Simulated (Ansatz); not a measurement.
Consider the formal exchange of groups at the Si–N bond: `N[SiH2]N[SiH2]O` + `C[Si](O)(F)F` → `O[SiH2]C[Si](O)(F)F` + `N[SiH2]N`.

Gas-phase electronic energies from Ansatz, PBE0-D4/def2-TZVP geometries. CCSD(T)/CBS is the MP2 limit (def2-TZVPP, def2-QZVPP) plus CCSD(T) − MP2 in def2-TZVPP, frozen cores. This one scheme is used for every species. Functionals use def2-TZVPP. One conformer a species, not always the lowest.

`N[SiH2]N[SiH2]O`:

Z-matrix (Å, degrees):
```
Si
N 1 1.724
N 1 1.713 2 109.9
H 1 1.489 2 104.3 3 -125.1
H 1 1.488 2 114.1 3 116.1
Si 2 1.718 1 129.9 3 135.9
H 2 1.013 1 114.4 3 -46.4
H 3 1.006 1 120.1 2 145.4
H 3 1.007 1 122.3 2 -63.7
O 6 1.648 2 114.0 1 -112.3
H 6 1.480 2 110.8 1 132.0
H 6 1.485 2 106.1 1 10.2
H 10 0.958 6 117.3 2 62.3
```

`C[Si](O)(F)F`:

```xyz
9

C    -0.357   -0.412   -1.133
Si    0.204    0.422    0.397
O     0.172   -0.620    1.637
F     1.669    1.015    0.222
F    -0.702    1.687    0.726
H     0.293   -1.257   -1.368
H    -1.376   -0.786   -1.013
H    -0.341    0.281   -1.976
H     0.439   -0.329    2.510
```

`O[SiH2]C[Si](O)(F)F`:

Z-matrix (Å, degrees):
```
Si
C 1 1.882
O 1 1.642 2 110.2
H 1 1.489 2 108.0 3 -123.0
H 1 1.482 2 110.3 3 117.5
Si 2 1.826 1 114.2 3 57.8
H 2 1.095 1 108.1 3 -63.3
H 2 1.095 1 109.3 3 179.9
H 3 0.963 1 114.5 2 -44.4
O 6 1.633 2 108.6 1 -39.5
F 6 1.587 2 111.5 1 81.1
F 6 1.587 2 113.5 1 -160.7
H 10 0.959 6 119.4 2 -175.5
```

`N[SiH2]N`:

Z-matrix (Å, degrees):
```
Si
N 1 1.711
N 1 1.711 2 108.5
H 1 1.493 2 103.5 3 -125.0
H 1 1.493 2 117.1 3 116.6
H 2 1.006 1 120.5 3 150.7
H 2 1.007 1 121.6 3 -58.1
H 3 1.006 1 120.5 2 150.7
H 3 1.007 1 121.6 2 -58.1
```

CCSD(T)/CBS gives +14.5 kcal/mol.

(1) Another level gave +14.8 kcal/mol. Which?
A. PBE-D4/def2-TZVPP
B. r2SCAN-D4/def2-TZVPP
C. HF/def2-TZVPP
D. MP2/def2-TZVPP

Largest T1 diagnostic among the species: 0.011.

Answers

(1) D. MP2/def2-TZVPP 14.8, HF/def2-TZVPP 17.4, r2SCAN-D4 13.8, PBE-D4 12.6 kcal/mol.

In def2-TZVPP, CCSD(T) changes the Hartree–Fock value by −2.8 kcal/mol (the triples alone add −0.4 kcal/mol) and MP2 by −2.6 kcal/mol. The D4 term adds −1.0 kcal/mol with B3LYP and −0.6 kcal/mol with PBE0; it sums over pairs of atoms, weighted by their polarisabilities, and B3LYP, whose exchange is more repulsive, gets the larger term.

B3LYP here is the variant with VWN-RPA as its local correlation; programs differ in this.
